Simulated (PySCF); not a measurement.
Spin–spin coupling constants

Molfile (atoms numbered from 1):
```
C6H5NO
     RDKit          3D

 13 13  0  0  0  0  0  0  0  0999 V2000
    3.0901    0.6910    0.1464 O   0  0  0  0  0  0  0  0  0  0  0  0
    2.3487   -0.2379   -0.0411 C   0  0  0  0  0  0  0  0  0  0  0  0
    0.8743   -0.1574   -0.0293 C   0  0  0  0  0  0  0  0  0  0  0  0
    0.2216    1.0516    0.2106 C   0  0  0  0  0  0  0  0  0  0  0  0
   -1.1631    1.0648    0.2085 C   0  0  0  0  0  0  0  0  0  0  0  0
   -1.8375   -0.1221   -0.0321 C   0  0  0  0  0  0  0  0  0  0  0  0
   -1.0916   -1.2743   -0.2604 C   0  0  0  0  0  0  0  0  0  0  0  0
    0.2246   -1.2970   -0.2597 N   0  0  0  0  0  0  0  0  0  0  0  0
    2.7200   -1.2578   -0.2447 H   0  0  0  0  0  0  0  0  0  0  0  0
    0.8071    1.9397    0.3906 H   0  0  0  0  0  0  0  0  0  0  0  0
   -1.7069    1.9806    0.3895 H   0  0  0  0  0  0  0  0  0  0  0  0
   -2.9159   -0.1580   -0.0435 H   0  0  0  0  0  0  0  0  0  0  0  0
   -1.5760   -2.2228   -0.4524 H   0  0  0  0  0  0  0  0  0  0  0  0
  1  2  2  0
  2  3  1  0
  3  4  2  0
  4  5  1  0
  5  6  2  0
  6  7  1  0
  7  8  2  0
  8  3  1  0
  2  9  1  0
  4 10  1  0
  5 11  1  0
  6 12  1  0
  7 13  1  0
M  END
```

Couplings: B3LYP/pcJ-1 (spin–dipole term only in couplings to heteroatoms) in PySCF 2.14, geometry GFN2-xTB; gas phase, one conformer, non-relativistic. Couplings are averaged over pairs made equivalent by symmetry, fast rotation or ring inversion, so a value needn't be that of the named pair in this geometry, while other rotamers aren't included; one pair stands for each set, and the list holds a selection of those of at least 1.5 Hz over up to four bonds, among pairs with at least one C or N or H atom (others weren't computed).

Isotopes: 13C, 1H, 17O, 15N. Couplings to quadrupolar nuclei such as 17O and 33S are rarely resolved in practice.

| pair | bonds | J (Hz) |
| --- | --- | --- |
| O1, C2 | 1 | ? |
| C2, C3 | 1 | 67.4 |
| C2, H9 | 1 | ? |
| C3, C4 | 1 | 61.2 |
| C3, N8 | 1 | -2.1 |
| C4, C5 | 1 | ? |
| C4, H10 | 1 | 173.7 |
| C5, C6 | 1 | ? |
| C5, H11 | 1 | 168.8 |
| C6, C7 | 1 | 59.0 |
| C6, H12 | 1 | 169.3 |
| C7, N8 | 1 | -2.1 |
| C7, H13 | 1 | ? |
| C3, H9 | 2 | 23.5 |
| C3, H10 | 2 | ? |
| C4, C6 | 2 | -1.7 |
| C4, H11 | 2 | 1.6 |
| C6, N8 | 2 | 1.9 |
| C6, H13 | 2 | 10.0 |
| O1, C4 | 3 | -2.1 |
| O1, N8 | 3 | 2.3 |
| C2, H10 | 3 | 2.0 |
| C3, C6 | 3 | ? |
| C4, H12 | 3 | 7.0 |
| C5, N8 | 3 | -3.4 |
| H10, H11 | 3 | ? |

Question: Estimate the withheld couplings, with signs.

Answer: 
- 1J(O1,C2) = 33.0 Hz (bond length 1.203 Å)
- 1J(C2,H9) = 184.3 Hz (bond length 1.104 Å, sp2 carbon)
- 1J(C4,C5) = 60.2 Hz (bond length 1.385 Å)
- 1J(C5,C6) = 59.6 Hz (bond length 1.386 Å)
- 1J(C7,H13) = 184.7 Hz (bond length 1.082 Å, sp2 carbon)
- 2J(C3,H10) = 1.9 Hz (angle at C4 119°)
- 3J(C3,C6) = 11.3 Hz
- 3J(H10,H11) = 8.8 Hz (dihedral angle 0°)
